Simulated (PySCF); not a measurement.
# A search over the determinants of HfH

Unrestricted PBE0; PySCF, scalar-relativistic core potentials, basis sets Hf cc-pVDZ-PP with ECP60, H cc-pVDZ. Outer shells of the fragments: Hf 5d2 6s2; H 1s1.

Followed along the bond (rough minima from three points):

```json
{"2Ms+1": "2", "unpaired": "δ ↑", "⟨S²⟩ at the start": "0.79", "R at minimum (Å)": "1.82", "Te (eV)": "0.00"}
{"2Ms+1": "2", "unpaired": "π ↑", "⟨S²⟩ at the start": "1.12", "R at minimum (Å)": "1.81", "Te (eV)": "0.02"}
{"2Ms+1": "4", "unpaired": "σ ↑, π ↑, δ ↑", "⟨S²⟩ at the start": "3.75", "R at minimum (Å)": "1.86", "Te (eV)": "0.39"}
{"2Ms+1": "4", "unpaired": "σ ↑, π ↑, δ ↑", "⟨S²⟩ at the start": "3.75", "R at minimum (Å)": "1.85", "Te (eV)": "0.40"}
{"2Ms+1": "4", "unpaired": "σ ↑, δ ↑↑", "⟨S²⟩ at the start": "3.75", "R at minimum (Å)": "1.86", "Te (eV)": "0.57"}
{"2Ms+1": "4", "unpaired": "σ ↑, π ↑↑", "⟨S²⟩ at the start": "3.75", "R at minimum (Å)": "1.85", "Te (eV)": "0.74"}
```

Solutions found at the starting distance of 1.720 Å, counted from the lowest of them; the search is not exhaustive and high or unbound solutions are not listed, so other states can lie among these:

```tsv
2Ms+1	unpaired	term	E (eV)	⟨S²⟩	⟨Lz²⟩	μ (D)
2	δ ↑	²Δ	0.00	0.79	4.00	-0.89
2	π ↑	mixed	0.01	1.12	1.85	-1.30
4	σ ↑, π ↑, δ ↑	mixed	0.43	3.75	4.98	-1.69
4	σ ↑, π ↑, δ ↑	mixed	0.43	3.75	4.91	-1.56
4	σ ↑, δ ↑↑	⁴Σ⁻	0.62	3.75	0.00	-2.46
4	σ ↑, π ↑↑	⁴Σ⁻	0.76	3.75	0.00	-1.16
```

A term symbol is given only where ⟨S²⟩ and ⟨Lz²⟩ are close to those of a pure state; real π, δ and φ orbitals otherwise mix terms. A positive dipole means Hf(−)H(+).

Spin–orbit coupling is left out. The state is the lowest single determinant that the PBE0 search found; with open d or f shells the true ground state can be another one.
